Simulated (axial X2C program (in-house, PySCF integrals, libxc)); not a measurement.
Worked dissociation energy of OsB: CCSD, without spin–orbit coupling

All values were computed with an axial X2C code built on PySCF integrals. Spin-free means the one-electron spin-free X2C Hamiltonian. Basis: Os dyall-cv3z [13s14p9d6f4g], B dyall-v3z [7s6p2d1f] (cores contracted in-house); Gaussian nuclei, density fitting, unrestricted open shells. Masses: Os 191.961 u, B 11.009 u.

Molecular state: M_S = 3/2, Λ = 0 (beyond evenly filled blocks: σα, δ+α, δ-α).

Correlated methods: 11 electrons correlated (number of frozen shells: Os 5 s, 4 p, 2 d, 1 f; B 1 s), 275 virtual spin orbitals or spinors in MP2, 140 natural virtuals in coupled cluster.

- E(Os) (2M_S = 4, M_L = 0): -17250.416801 hartree
- E(B) (2M_S = 1, M_L = 0): -24.605281 hartree
- E(OsB) at Re: -17275.162949 hartree
- ωe: 960.2 cm⁻¹
- ωexe: 3.57 cm⁻¹

(1) Work out De and D0.

The state is a single determinant with fixed occupations, the lowest that a limited PBE0 search found. Dissociation energies refer to the lowest single-determinant-based atoms at the same level and basis. CCSD ran in a truncated set of natural virtual spinors with an MP2 remainder; without triples it tends to underbind. Other states lie close and PBE0, whose exact exchange favours high spin, may order them wrongly; the determinant shown need not be the ground state. The nearest other spin-free determinant of the search, M_S = 1/2, Λ = 0, lies 0.23 eV up at the distance of the search. The determinant is spin-polarised beyond a pure state at some levels (its spin-free form has ⟨S²⟩ too high), which makes Re and μ there less reliable. The T1 diagnostic is large, a sign of multireference character. Spin–orbit coupling changes these values markedly for this molecule (Re by over 0.02 Å or De by over 0.25 eV), so the spin-free numbers are a model.

Each atomic determinant is the lowest at this level and need not be a pure term. Totals compare only within one Hamiltonian and basis.

## Answers

(1) De = -17250.416801 + (-24.605281) − (-17275.162949) = 0.14087 hartree = 3.833 eV. The zero-point energy is ωe/2 − ωexe/4 = 479 cm⁻¹ = 0.059 eV, so D0 = 3.774 eV.
